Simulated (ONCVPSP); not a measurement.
## Logarithmic derivatives: Ge (Z = 32), ONCV

- Element: Ge
- Generator: ONCVPSP 4.0.1
- Type: optimised norm-conserving Vanderbilt (ONCV)
- Functional: PBE
- Relativity: scalar-relativistic
- Frozen core: [Ne]
- Valence charge: 22
- Reference configuration: 3s2 3p6 3d10 4s2 4p0.5 (charge +1.5)
- Partial waves: 3s+4s: rc 0.95 bohr, ncon 4, nbas 7, qcut 13.6 1/bohr, 2 projectors; 3p+4p: rc 1.25 bohr, ncon 3, nbas 6, qcut 8.8 1/bohr, 2 projectors; 3d: rc 0.65 bohr, ncon 5, nbas 8, qcut 17.4 1/bohr, 2 projectors, debl 3.8 Ha
- Local potential: polynomial inside 0.60 bohr (lpopt 5, dvloc0 3 Ha)
- Core correction: polynomial model core, fcfact 0.5

The phase is arctan(r·R′/R) of the radial function R(r), unwrapped; energies in Ha, scanned from -8 to 5 Ha. A pole is an energy at which the radial function vanishes at the test radius. The pseudo phase is shifted by a multiple of π to meet the all-electron one at the reference energy, and phase errors are pseudo minus all-electron; the curves can meet again beyond the range given. Levels narrower than the energy grid can be missing from the lists of poles.

```
channel  radius (bohr)  reference energy (Ha)  poles, all-electron  poles, pseudo  unbroken range about the reference energy with phases within 0.05 rad  phase error 1 Ha above the reference energy (rad)
      s           0.96                  -0.90                -5.04          -5.04                                                        the whole range                                             +0.000
      p           1.27                  -0.57                -4.42          -4.42                                                        the whole range                                             +0.001
      d           0.66                  -1.60                 none           none                                                        the whole range                                             -0.000
```

Phases in the p channel:

```csv
E (Ha),all-electron,pseudo
-7.96,1.247,1.248
-7.24,1.199,1.200
-6.52,1.113,1.113
-5.80,0.865,0.866
-5.08,-0.775,-0.775
-4.36,-1.593,-1.593
-3.64,-1.764,-1.764
-2.92,-1.865,-1.865
-2.20,-1.962,-1.962
-1.48,-2.085,-2.085
-0.76,-2.270,-2.270
-0.04,-2.591,-2.591
0.68,-3.129,-3.127
1.40,-3.713,-3.707
2.12,-4.086,-4.079
2.84,-4.293,-4.287
3.56,-4.418,-4.410
4.28,-4.500,-4.492
5.00,-4.558,-4.550
```
